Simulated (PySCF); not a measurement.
```xyz
3
charge -1 multiplicity 1, angstrom
Tl    0.0000    0.0000    0.0000
S     0.0000    0.0000    2.3067
S     0.0000    0.0000   -2.3067
```

Computed with PySCF, PBE, basis Tl def2-TZVPD with ECP60, S def2-TZVPD (scalar-relativistic core potentials, no spin–orbit coupling, density fitting).

This geometry of [TlS2]- is a stationary point at this level.

Q: What is the point group?

A: D∞h.

Q: Is it a minimum?

A: Yes: all harmonic wavenumbers are real.

Q: List the harmonic modes with their infrared intensities.

A: 
```
symmetry  ω (cm⁻¹)  IR (km/mol, summed over degenerate members)
      πu        95                                         31.5
     σg+       354                                          0.0
     σu+       414                                          134
```

Q: What are the dipole moment and the gap between the highest occupied and lowest empty levels?

A: 0.00 D about the centre of mass and 2.67 eV.

Q: Give the ideal-gas entropy at 298.15 K and 1 bar by parts.

A: translation 178.6, rotation 71.9, vibration 38.4, spin 0.0; total 288.9 J/(mol K).

In D∞h the vibrations span πu + σg+ + σu+. The σg+ mode carries no infrared intensity, as symmetry demands. With a centre of inversion only u modes can be infrared active and only g modes Raman active.

Other isomers or separated fragments may lie lower. The lowest empty level of this anion is unbound, so it and the gap depend on the basis. With an element this heavy the missing spin–orbit coupling can shift these numbers.
